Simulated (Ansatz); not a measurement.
ClGeH6NSi, SMILES `N[SiH2][GeH2][Cl]`, relaxed with RKS PBE-D4/def2-SVP in the Gaussian-basis code of Ansatz from a rough embedded geometry. The force threshold is 0.03 eV/Å; the program also tests the step.

Charge 0, multiplicity 1.

Start:

```xyz
10

N     1.749    0.545   -0.447
Si    0.061    0.824   -0.637
Ge   -1.094   -0.658    0.671
Cl   -0.692   -2.733    0.089
H     2.018    0.611    0.561
H     1.985   -0.489   -0.692
H    -0.340    0.618   -2.043
H    -0.282    2.164   -0.228
H    -0.752   -0.456    2.213
H    -2.653   -0.424    0.513
```

Q: How much energy does the relaxation release, and in how many steps? (Best estimate.)

A: The calculation gave: 35.01 kJ/mol, in 13 steps, 1 of them rejected.

Q: Which bonds change most? (Estimate.)

A: The calculation gave: Si2–Ge3 from 2.290 to 2.408 Å; Si2–H8 from 1.442 to 1.505 Å; N1–H6 from 1.088 to 1.028 Å; Ge3–H9 from 1.592 to 1.559 Å.

Q: Give the relaxed structure. (Best estimate.)

A: The calculation gave: 
```xyz
10

N     1.738    0.372   -0.517
Si    0.068    0.875   -0.615
Ge   -1.279   -0.592    0.740
Cl   -0.345   -2.523    0.165
H     2.260    0.694    0.305
H     1.890   -0.637   -0.636
H    -0.438    0.745   -2.025
H    -0.025    2.305   -0.155
H    -1.068   -0.487    2.281
H    -2.802   -0.752    0.458
```
